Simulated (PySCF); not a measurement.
## `Cc1cc(Br)cc(C(=O)Cl)c1`, C$_{8}$H$_{6}$BrClO

Cartesian coordinates in Å; atom numbers follow the order of the lines, from 1:
```xyz
17

C    -2.358   -0.882   -0.578
C    -1.074   -0.205   -0.217
C    -1.079    1.124    0.196
C     0.107    1.744    0.549
Br    0.071    3.563    1.110
C     1.318    1.079    0.505
C     1.329   -0.251    0.092
C     2.553   -1.058    0.004
O     2.629   -2.194   -0.341
Cl    4.031   -0.206    0.473
C     0.135   -0.882   -0.265
H    -2.171   -1.796   -1.134
H    -2.908   -1.137    0.327
H    -2.985   -0.224   -1.175
H    -2.008    1.671    0.243
H     2.231    1.580    0.784
H     0.173   -1.913   -0.582
```

Method used: GIAO CAM-B3LYP/pcSseg-1 magnetisability, rotational g tensor and spin-rotation constants, non-relativistic, gas phase in PySCF 2.14.0. Geometry: GFN2-xTB.

The calculation is non-relativistic, which matters for the atoms heavier than Zn.

What are the magnetisability and the molar susceptibility?

Isotropic -1915 × 10⁻³⁰ J/T², or -115.3 × 10⁻⁶ cm³/mol; principal values -2561, -1663, -1522 × 10⁻³⁰ J/T², anisotropy 976 × 10⁻³⁰ J/T² (root of half the summed squared differences of the principal values). The susceptibility is in cgs units.

Split it along the inertial axes a, b, c into diamagnetic and paramagnetic parts about the centre of mass, with the quadrupole moment.


| axis | χ (10⁻⁶ cm³/mol) | diamagnetic (10⁻⁶ cm³/mol) | paramagnetic (10⁻⁶ cm³/mol) | summed x² of all electrons (Å²) | quadrupole Θ (D Å) |
| --- | --- | --- | --- | --- | --- |
| a | -91.7 | -1496.2 | 1404.6 | 591.3 | -16.69 |
| b | -100.1 | -2590.4 | 2490.3 | 333.4 | +16.57 |
| c | -154.2 | -3923.0 | 3768.8 | 19.3 | +0.12 |

Anisotropies 2χaa − χbb − χcc = +71.0 and 2χbb − χaa − χcc = +45.6 × 10⁻⁶ cm³/mol. Θ is traceless in Buckingham's convention.

And the rotational g tensor?


```
axis  rotational constant (GHz)        g  nuclear part  electronic part
   a                     0.8681  -0.0200        0.5528          -0.5728
   b                     0.4212  -0.0119        0.4809          -0.4928
   c                     0.2841  +0.0005        0.5035          -0.5030
```
Asymmetric top; isotopes 79Br, 12C, 35Cl, 1H, 16O; no vibrational averaging.
